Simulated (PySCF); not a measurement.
CH6FNO2Si, SMILES CN[Si](O)(O)F. The structure is a stationary point at PBE-D3(BJ)/def2-SVP. This is a generated structure with no PubChem entry under its InChIKey; it may be hypothetical. The values are those of a single conformer.

Computed with PySCF with PBE-D3(BJ)/def2-SVP.

Harmonic wavenumbers (cm⁻¹): 81, 145, 165, 207, 251, 300, 326, 334, 353, 425, 460, 699, 798, 802, 891, 930, 954, 1061, 1107, 1146, 1357, 1398, 1421, 1451, 2926, 2986, 3053, 3532, 3768, 3772. Rotational constants (GHz): 3.738, 2.127, 2.013; symmetry number 1.

Work out the zero-point energy and the ideal-gas rigid-rotor harmonic-oscillator thermochemistry at 298.15 K and 1 atm.

ZPE = ½ Σ hcν = ½ × 37097 cm⁻¹ = 221.89 kJ/mol. H − E(el) = 246.73 kJ/mol. Entropy in J/(mol K): translation 167.50, rotation 114.63, vibration 87.80, total 369.94. G − E(el) = 136.43 kJ/mol. Cp = 131.01 J/(mol K). Modes under 150 cm⁻¹ make the vibrational entropy uncertain.
